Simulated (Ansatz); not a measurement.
```yaml
crystal:
  periodic: [false, false, false]
  atoms:
    - {symbol: K, position_ang: [0.398157, 1.698671, 3.237394]}
    - {symbol: K, position_ang: [1.833932, -1.311516, 0.311008]}
    - {symbol: K, position_ang: [-0.307991, -1.338583, -2.596176]}
    - {symbol: K, position_ang: [1.843385, 2.286736, 0.014771]}
    - {symbol: K, position_ang: [-1.596881, 1.462170, -0.715394]}
    - {symbol: K, position_ang: [-2.296513, -2.872452, -0.044281]}
    - {symbol: F, position_ang: [0.045145, -2.738383, -0.562616]}
    - {symbol: F, position_ang: [2.009689, 0.593791, 1.840039]}
    - {symbol: F, position_ang: [0.798622, 0.493248, -1.342818]}
    - {symbol: F, position_ang: [-0.378941, 2.529109, 1.121259]}
    - {symbol: F, position_ang: [-2.348603, -0.802794, -1.263186]}
basis:
  gaussian: {orbitals: def2-TZVP, initial_orbitals: start.molden}
total_charge: 1
hamiltonian: {xc: {name: CAM-B3LYP}, dispersion: d4}
scf: {omitted_lower_state_checks: [starts]}
output: {orbitals: {seedname: orbitals}}
```

The file start.molden holds the orbitals of an earlier run on this structure, at another level or in another basis.

```sh
$ ansatz run in.yaml --threads 4 --pin off --events-out ev --progress --plain --max-ram 4787MiB
```

Task: Does this run fit into the memory that it is given?

Result: No. It has 353 basis functions, and Ansatz plans for 6 GiB where 5 GiB are given.
